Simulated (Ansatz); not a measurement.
`[OH][W]([F])([F])(=[S])[Cl]`. Charge 0, multiplicity 1. W takes the def2 core potential.

```xyz
7

O     0.182    1.334    0.740
W     0.046   -0.306   -0.118
F     1.932   -0.090   -0.360
F     0.585   -1.856    0.722
S    -2.036   -0.628    0.247
Cl   -0.103   -0.177   -2.363
H    -0.606    1.722    1.131
```

Problem. List the harmonic frequencies (cm⁻¹, unscaled) at PBE0-D4/def2-TZVP in Ansatz. (An estimate is asked.)

Solution. Ansatz gave: 66, 110, 171, 193, 214, 306, 318, 412, 522, 550, 598, 696, 742, 795, 3876.

Problem. Is this a minimum?

Solution. Yes, all 15 modes are real.

Problem. Give the ideal-gas thermochemistry at 298.15 K and 1 bar (rigid rotor, harmonic oscillator; point group C1, symmetry number 1).

Solution. Zero-point energy 57.2 kJ/mol; H(298) − E = 80.8 kJ/mol; entropy 385.9 J/(mol·K), of which translation 180.3, rotation 121.2, vibration 84.5; G(298) − E = -34.3 kJ/mol. Modes under 100 cm⁻¹ are hindered rotations or soft bends, so the harmonic entropy is rough.

Problem. And at 400, 500, 600, 800 and 1000 K?

Solution. 
```csv
T (K),H − E (kJ/mol),S (J/mol/K),G − E (kJ/mol)
400,93.3,421.8,-75.5
500,106.4,451.2,-119.2
600,120.1,476.1,-165.5
800,148.4,516.7,-265.0
1000,177.4,549.1,-371.7
```
